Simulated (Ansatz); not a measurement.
Geometry optimisation, UKS PBE-D4/def2-SVP (Ansatz).

The input (input.yaml):

```yaml
crystal:
  periodic: [false, false, false]
  atoms:
    - { symbol: W, position_ang: [0.248942, 0.248942, -0.485654] }
    - { symbol: Cl, position_ang: [-0.384878, -0.384875, 2.983432] }
    - { symbol: Cl, position_ang: [2.408429, -0.372565, -0.088154] }
    - { symbol: Cl, position_ang: [-0.372564, 2.408428, -0.088154] }
    - { symbol: H, position_ang: [-1.19045, -0.010247, 0.361355] }
    - { symbol: H, position_ang: [-0.010248, -1.190451, 0.361354] }
    - { symbol: H, position_ang: [-0.09781, -0.09781, -2.123552] }
    - { symbol: F, position_ang: [0.06858, 0.068578, 4.439372] }
magnetization:
  spin_polarized: true
  initial_magnetization: 1
basis:
  gaussian: { orbitals: def2-SVP }
hamiltonian:
  xc: pbe
  dispersion: d4
relax:
  f_tol: 0.03
  max_steps: 50
```

Run as:

```bash
$ ansatz run input.yaml --threads 4 --pin off --max-ram 5120MiB --backend cpu --events-out ev --progress --plain --runs-dir out
```

Question: Where does it end, and by what steps?

Answer: The forces met the threshold. After 37 steps the energy has fallen by 5.489 eV; F8 moved furthest, 2.13 Å. Parted: Cl2–F8 (1.59 → 2.95 Å). Joined: W1–Cl2 (3.58 → 2.32 Å), W1–F8 (4.93 → 1.89 Å), H6–H7 (2.72 → 0.81 Å).

```
step  energy less start (eV)  largest force component (eV/Å)  accepted
   0                  0.0000                           2.553       yes
   2                 -0.1785                           0.565       yes
   4                 -0.2176                           0.185       yes
   6                 -0.2591                           0.366       yes
   8                 -0.7421                           1.669       yes
  10                 -1.4924                           1.431       yes
  12                 -1.7562                           0.990       yes
  14                 -2.0655                           0.522       yes
  16                 -2.4638                           0.988       yes
  18                 -3.1839                           1.861       yes
  20                 -4.5668                           0.665       yes
  22                 -5.1410                           0.487       yes
  24                 -5.2887                           0.539        no
  26                 -5.3333                           0.085       yes
  28                 -5.3556                           0.728       yes
  30                 -5.3424                           0.590        no
  32                 -5.4703                           0.556       yes
  34                 -5.4841                           0.225       yes
  36                 -5.4885                           0.030       yes
  37                 -5.4888                           0.024       yes
```

```xyz
8
Properties=species:S:1:pos:R:3
W 0.216 0.267 1.032
Cl -0.804 -1.444 2.214
Cl 2.300 -0.543 0.479
Cl 0.092 2.331 -0.014
H -1.362 0.246 0.358
H 0.257 -0.812 -0.714
H -0.508 -0.547 -0.659
F 0.480 1.173 2.664
```

Whether the end is a true minimum wasn't checked by a vibrational analysis.

The run took 2.6 min on 4 threads of Intel(R) Xeon(R) Platinum 8259CL CPU @ 2.50GHz (Skylake/Cascade Lake), with other jobs on the host, peak memory 0.32 GiB.
